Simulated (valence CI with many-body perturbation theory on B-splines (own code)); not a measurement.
# Sensitivity of CI+MBPT for Tc XXXVII

Calculated by valence CI with perturbative core correlation (CI+MBPT): five valence electrons over a frozen Dirac-Fock core [He], radial functions for each j: 6 s, 6 p, 5 d, 3 f, 1 g, with the one-electron correlation potential Σ1 (screened to all orders), the two-electron term Σ2, the three-electron term Σ3, Breit, model QED; selected single and double excitations, second order for the rest, scaled by the run's own slope (own B-spline code, finite nucleus).

No measured spectrum was set against this ion. As an estimate, large intervals hold to a few tenths of a per cent, small ones and those within an open d or f shell to about a per cent. Among the levels kept, up to 4200 cm⁻¹ of a level comes from second order outside the variational space, and about a tenth of that is noise between levels of different J, which matters for small intervals.

The reference run has the lowest level (2s^2 2p1/2^2 2p3/2) J=3/2 and an ionisation energy of 5056.22 eV. Its largest variational space holds 12660 state functions.

Levels are named by their leading jj configuration (3d3/2^4 stands for four electrons in 3d with j = 3/2), which in mixed levels can hold well under half, so a name can repeat and another be missing. Letters in brackets count levels of one name in rising energy.

Changed runs:
A. Breit term on → off; QED terms on → off; orbitals per symmetry with explicit Σ2 and valence Breit (the others get mean screening factors) 5 → 1
B. correlating orbitals by l 3 3 3 2 1 → 4 4 0 0 0; box radius (bohr) 1.5775 → 2.78
C. cutoff of virtual states (hartree) 3698 → 11160
D. start configuration 2s2 2p3 → 2s2 2p4 (bad on purpose)

Excitation energies of the reference run in cm⁻¹, and shifts in cm⁻¹:

```csv
Level,Reference,A,B,C
(2s^2 2p1/2 2p3/2^2) J=3/2,890634,+14319,+109,+43
(2s^2 2p1/2 2p3/2^2) J=5/2,1021770,+29084,+1887,+44
(2s^2 2p1/2 2p3/2^2) J=1/2,1197630,+11923,+379,+45
(2s^2 2p3/2^3) J=3/2,2092420,+32917,+439,+89
(2s 2p1/2^2 2p3/2^2) J=5/2,2178290,+24908,+807,+125
(2s 2p1/2^2 2p3/2^2) J=1/2,2567420,+12943,+2829,+129
(2s 2p1/2^2 2p3/2^2) J=3/2,2574980,+21602,+4412,+130
(2s 2p1/2 2p3/2^3) J=3/2 [a],3227790,+31469,+2428,+165
(2s 2p1/2 2p3/2^3) J=5/2,3421820,+45447,+4769,+168
(2s 2p1/2 2p3/2^3) J=1/2,3619140,+31304,+5241,+170
(2s 2p1/2 2p3/2^3) J=3/2 [b],3715570,+40296,+7521,+170
(2s 2p3/2^4) J=1/2,4655770,+46804,+5581,+212
Ionisation energy (eV),5056.22,+2.66,-0.82,+0.011
```

Run D: It gave no result: the electrons of core and valence do not add up to the charge. The program said: "core and valence hold 8 electrons, the ion has 7".
